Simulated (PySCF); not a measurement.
[SiBr3]- (charge -1).
InChI=1S/Br3Si/c1-4(2)3/q-1

Method: PBE0-D3(BJ)/def2-SVP geometry optimisation, gas phase (PySCF 2.14.0).

Masses are those of the commonest isotopes; rigid-rotor values at the optimised geometry. 

(1) What are A, B and C (MHz)?

(2) Classify the top.

(3) Is it planar, by Δ = Ic − Ia − Ib?

(4) Where do the R-branch lines fall?

(5) Estimate the classical rotational partition function at 10 K, 200 K and 500 K.

Results:

(1) Ia = 548.38, Ib = 553.43, Ic = 1035.55 u·Å²; 505379 MHz·u·Å²/I gives A = 921.6, B = 913.2, C = 488.0 MHz.

(2) An oblate symmetric top, as the point group C3v requires two equal moments; the computed ones differ by 0.92 % because the geometry is symmetric only within the optimiser's tolerance: κ = (2 × 913.2 − 921.6 − 488.0)/(921.6 − 488.0) = 0.96.

(3) Not planar: Δ = Ic − Ia − Ib = -66.26 u·Å². For a rigid frame Δ = −2 Σ m c², so Σ m c² = 33.13 u·Å² lies off the ab plane. The atom farthest from that plane is 1.03 Å away.

(4) The dipole of 0.35 D (about the centre of mass, as the species is charged) lies along the symmetry axis, so ΔK = 0 and J+1 ← J falls at 2B(J+1) for every K: 1.83 GHz, 3.67 GHz, 5.50 GHz, 7.34 GHz, 9.17 GHz for J = 0 to 4.

(5) Point group C3v, symmetry number σ = 3; q = (√π/σ)·√((kT/h)³/(ABC)), k/h = 20836.6 MHz/K: 2770 at 10 K, 248000 at 200 K, 980000 at 500 K.

Whether it is a minimum is left open (no frequencies). The geometry's basis has no diffuse functions, a weakness for an anion. Zero-point vibration and centrifugal distortion are left out.

Hardware: Arm Neoverse V1, one thread, shared host. Cost: 22 s wall. These figures are those of the optimisation.
